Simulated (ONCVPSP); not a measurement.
Sc, ONCV: configuration errors across variants

- Element: scandium
- Generator: ONCVPSP 4.0.1
- Type: optimised norm-conserving Vanderbilt (ONCV)
- Functional: PBE
- Relativity: scalar-relativistic
- Frozen core: [Ne]
- Valence charge: 11
- Reference configuration: 3s2 3p6 3d1 4s2
- Partial waves: 3s+4s: rc 1.60 bohr, ncon 4, nbas 8, qcut 5.9 1/bohr, 2 projectors; 3p: rc 1.60 bohr, ncon 5, nbas 9, qcut 8.5 1/bohr, 2 projectors, debl 2.1 Ha; 3d: rc 2.00 bohr, ncon 4, nbas 8, qcut 8 1/bohr, 1 projector; f scattering state at 0.04 Ha: rc 2.05 bohr, ncon 4, nbas 7, qcut 6.3 1/bohr, 2 projectors, debl 1.6 Ha
- Local potential: polynomial inside 1.60 bohr (lpopt 5, dvloc0 -1 Ha)
- Core correction: Teter function, fcfact 3.75, rcfact 1

All-electron excitation energies from the reference (eV): (1) 3s2 3p6 3d1 4s1 6.897; (2) 3s2 3p6 3d1 4s0 19.665; (3) 3s2 3p6 3d1 4s1.5 2.754.

Errors AE − PS in meV (a dash: test not solved or not reliable):

```tsv
change	(1)	(2)	(3)	bound ghosts	GHOST(+) flags above zero
base	-0.5	-3.1	-0.2	none	none
f: rc 1.78	-0.5	-3.1	-0.2	none	none
core correction Teter function, fcfact 3.75, rcfact 1.34	-0.5	-3.2	-0.2	none	none
core correction Teter function, fcfact 7.1, rcfact 1	-0.5	-3.2	-0.2	none	none
```

**Question.** Give the same row for: local potential polynomial inside 1.30 bohr (lpopt 5, dvloc0 6 Ha).

**Answer.** -0.5, -3.3, -0.2; bound ghosts: none; GHOST(+) flags above zero: none.
